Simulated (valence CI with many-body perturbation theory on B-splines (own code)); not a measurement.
The numbers below are computed, except where a source is named.
**Hyperfine factors and g values of Au14+**

Level of theory: configuration interaction combined with many-body perturbation theory (CI+MBPT): five valence electrons over a frozen Dirac-Fock core [Kr] 4d10 4f14, radial functions for each j: 11 s, 11 p, 10 d, 8 f, 5 g, 2 h, with the one-electron correlation potential Σ1, the two-electron term Σ2, the three-electron term Σ3, Breit, model QED; selected CI, second order for the rest, scaled by the run's own slope (own B-spline code, finite nucleus).

No measured levels were compared; by estimate levels hold to about 250 cm⁻¹ or 0.2 % of their energy and the worst to 1 %, as in measured heavy ions of charge 2 to 7. Only levels of the ground parity were solved; by the run's estimate the other parity begins above the list, which can be wrong where configurations are misplaced.

A/g_I is the dipole constant over the nuclear g factor μ/I (μ in nuclear magnetons, uniformly magnetised nucleus), B/Q the quadrupole constant per barn. Both hold the static response of the core; the bare values leave it out. Large factors of s and p1/2 electrons are usually good to 5 to 10 %; those of open d and f shells near neutrality can be off by tens of per cent, and small factors of p3/2, d and f electrons come from cancelling terms and can be off by a factor of two or in sign, in half-filled shells by more. B is blank for J = 1/2, where it vanishes, and for nearly pure S terms. Energies count from the lowest level.

Levels are named by their leading jj configuration (3d3/2^4 stands for four electrons in 3d with j = 3/2), which in mixed levels can hold well under half, so a name can repeat and another be missing.

```csv
Level,E (cm⁻¹),g,A/g_I (MHz),A/g_I bare,B/Q (MHz/b),B/Q bare
(5s^2 5p1/2^2 5p3/2) J=3/2,0.0,1.408,10200,8960,20200,18700
(5s^2 5p1/2 5p3/2^2) J=3/2,151230,1.436,-8940,-9190,5520,5150
(5s^2 5p1/2 5p3/2^2) J=5/2,169780,1.199,31700,29800,-87.9,-70.6
(5s^2 5p1/2 5p3/2^2) J=1/2,193710,0.664,114000,109000,,
```

(1) Take the isotope of mass number 197, with I = 3/2, μ = 0.1452 μN and Q = 0.547 b. What is the hyperfine structure of (5s^2 5p1/2^2 5p3/2) J=3/2?

## Answers

(1) From the table A = 986 MHz, B = 11000 MHz. Shifts from the centre of gravity in MHz: F = 0: 10100, F = 1: 38.5, F = 2: -8990, F = 3: 4970.
